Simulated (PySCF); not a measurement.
**Electron correlation in Te(2+) (tellurium, charge +2)**

[Kr] 4d10 5s2 5p2, high-spin 3P determinant. Calculation: PySCF 2.14, in x2c-TZVPPall with one added diffuse shell each of s, p, d, f type (9s7p5d3f, 76 functions); scalar relativity by spin-free X2C-1e. Frozen: [Ar] 3d10; 22 electrons correlated.

| level | correlation energy (mhartree) |
| --- | --- |
| CCSD | -473.13 |
| (T) | -7.30 |
| CCSD(T) | -480.43 |

Diagnostics: T1 = 0.0061, D1 = 0.0271, largest double amplitude 0.076.

Cost of the coupled-cluster step: roughly 40 core-seconds, for 22 correlated electrons.

This basis was not built for core-valence correlation, so the inner-shell part is incomplete.
